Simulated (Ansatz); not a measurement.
The molecule CdO+, multiplicity 4 (an upper state: multiplicity 2 came lower at CCSD(T)/def2-TZVPP on PBE0 minima). No spin–orbit coupling.

The constants come from a fifth-degree fit in 1/R (seven points, main isotopes). Runs in def2 and cc sets follow the lowest solution found near the PBE0 minimum.

Run with Ansatz (Gaussian basis) for Hartree–Fock, density functionals and correlated methods.  In def2 rows elements past Kr take small-core potentials, without spin–orbit coupling.

| level | r_e (Å) | ω_e (cm⁻¹) | ω_e x_e (cm⁻¹) | B_e (cm⁻¹) |
|---|---|---|---|---|
| PBE/def2-TZVPP | 2.617 | 176 | 2.2 | 0.176 |
| PBE0/def2-TZVPP | 2.600 | 180 | 2.4 | 0.178 |
| wB97X-V/def2-TZVPP | 2.601 | 182 | 2.4 | 0.178 |
| CCSD/def2-TZVPP | 2.636 | 161 | 3.0 | 0.173 |
| CCSD(T)/def2-TZVPP | 2.615 | 168 | 2.9 | 0.176 |

Correlated levels freeze the inner cores; with def2 sets outer-core shells near the valence are correlated too.

Ansatz is an electronic-structure program.
